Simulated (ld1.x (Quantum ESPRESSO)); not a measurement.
Reading a pseudo-wave (Os (Z = 76))

Columns: radius, all-electron u(r) and pseudo u(r) of the 5p shell (level -54.73 eV) of osmium in the configuration [Kr] 4d10 4f14 5s2 5p6 5d6 6s1.5 6p0; PBE, scalar-relativistic, PAW scheme, ld1.x (Quantum ESPRESSO) 7.5.

```
r (bohr)  all-electron   pseudo
   0.120       -0.3430  -0.0322
   0.240        0.1286  -0.1243
   0.360        0.5708  -0.2636
   0.480        0.2908  -0.4311
   0.600       -0.2287  -0.6047
   0.720       -0.6703  -0.7622
   0.840       -0.9448  -0.8850
   0.960       -1.0660  -0.9608
   1.080       -1.0758  -0.9844
   1.200       -1.0159  -0.9585
   1.320       -0.9187  -0.8922
   1.440       -0.8066  -0.7988
   1.560       -0.6933  -0.6928
   1.680       -0.5868  -0.5873
   1.800       -0.4909  -0.4909
   1.920       -0.4070  -0.4070
   2.040       -0.3351  -0.3351
   2.160       -0.2744  -0.2744
   2.280       -0.2237  -0.2237
   2.400       -0.1817  -0.1817
   2.520       -0.1471  -0.1471
   2.640       -0.1188  -0.1188
   2.760       -0.0957  -0.0957
   2.880       -0.0769  -0.0769
   3.000       -0.0618  -0.0618
   3.120       -0.0495  -0.0495
```

How many radial nodes do the two functions have?

The all-electron 5p function has n − l − 1 = 3 (the table is too coarse to show those close to the nucleus); the pseudo-wave has 0, since the states of the same l below it are removed with the core.

At about which radius was the pseudo-wave matched?

1.85 bohr, where the columns begin to agree (steps of 0.12 bohr).

Is the pseudo-wave norm-conserving?

No, it belongs to a PAW set: the norm inside the radius is not constrained, and the difference is carried by the augmentation charge.
